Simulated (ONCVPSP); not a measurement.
**Logarithmic derivatives: Ca (Z = 20), ONCV**

```json
{"Element": "calcium (Ca)", "Generator": "ONCVPSP 4.0.1", "Type": "optimised norm-conserving Vanderbilt (ONCV)", "Functional": "LDA (Perdew-Wang 92)", "Relativity": "scalar-relativistic", "Frozen core": "[Ne]", "Valence charge": "10", "Reference configuration": "3s2 3p6 4s2", "Partial waves": "3s+4s: rc 2.00 bohr, ncon 4, nbas 7, qcut 5 1/bohr, 2 projectors; 3p: rc 1.15 bohr, ncon 4, nbas 7, qcut 7.3 1/bohr, 2 projectors, debl 0.9 Ha; d scattering state at 0.35 Ha: rc 2.10 bohr, ncon 4, nbas 9, qcut 3.9 1/bohr, 1 projector", "Local potential": "polynomial inside 1.05 bohr (lpopt 1, dvloc0 6 Ha)", "Core correction": "Teter function, fcfact 2.25, rcfact 1.3"}
```

In the p channel the program set the typed energies aside and used -1.028, 0.250 Ha. In the d channel the program set the typed energies aside and used -0.078 Ha.

The phase is arctan(r·R′/R) of the radial function R(r), unwrapped; energies in Ha, scanned from -3 to 5 Ha. A pole is an energy at which the radial function vanishes at the test radius. The pseudo phase is shifted by a multiple of π to meet the all-electron one at the reference energy, and phase errors are pseudo minus all-electron; the curves can meet again beyond the range given. Levels narrower than the energy grid can be missing from the lists of poles.

```
channel  radius (bohr)  reference energy (Ha)  poles, all-electron  poles, pseudo  unbroken range about the reference energy with phases within 0.05 rad  phase error 1 Ha above the reference energy (rad)
      s           2.03                  -0.14          -1.50, 3.84    -1.50, 3.69                                                              below 4.9                                             -0.003
      p           1.17                  -1.03                 2.97           2.96                                                        the whole range                                             +0.000
      d           2.13                  -0.08           0.40, 4.09           0.45                                                              below 0.6                                             +0.111
```

Phases in the s channel:

```
E (Ha)  all-electron  pseudo
 -2.98         1.211   1.211
 -2.54         1.081   1.081
 -2.10         0.434   0.434
 -1.66        -1.419  -1.419
 -1.22        -1.711  -1.711
 -0.78        -1.854  -1.854
 -0.34        -2.016  -2.016
  0.10        -2.309  -2.309
  0.54        -3.004  -3.005
  0.98        -3.880  -3.882
  1.42        -4.278  -4.281
  1.86        -4.453  -4.456
  2.30        -4.549  -4.553
  2.74        -4.612  -4.617
  3.18        -4.658  -4.665
  3.62        -4.695  -4.706
  4.06        -4.729  -4.745
  4.50        -4.762  -4.790
  4.94        -4.798  -4.851
```
